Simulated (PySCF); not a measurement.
From computed data to an observable: oscillator strength and radiative lifetime

ethynylcyclobutane (C6H8), SMILES C#CC1CCC1.

Geometry: B3LYP-D3(BJ)/def2-SVP.

TDDFT-PBE0/def2-SVPD (PySCF) puts the first singlet state with f over 0.02 at 7.31 eV (vertical), with the transition dipole (0.366, 0.266, 0.000) in atomic units.

### Question
Find the oscillator strength, the wavelength and the radiative lifetime that this transition would have in vacuum if emission retraced absorption.

### Answer

|μ|² = 0.2047 au, so |μ| = 1.15 D. ΔE = 7.31/27.211 = 0.2686 hartree. f = (2/3) ΔE |μ|² = 0.037 (the program prints 0.037).
λ = 1239.84/7.31 = 170 nm; ν = 58959 cm⁻¹.
Einstein's coefficient A = 0.6670 ν² f s⁻¹ (ν in cm⁻¹) = 8.5e7 s⁻¹, so τ = 1/A = 12 ns. This state is S4; the lower singlets have f = 0.000, 0.005, 0.005. The figure is the radiative limit of this one transition; relaxation, internal conversion, crossing to triplets and a medium change what is measured.
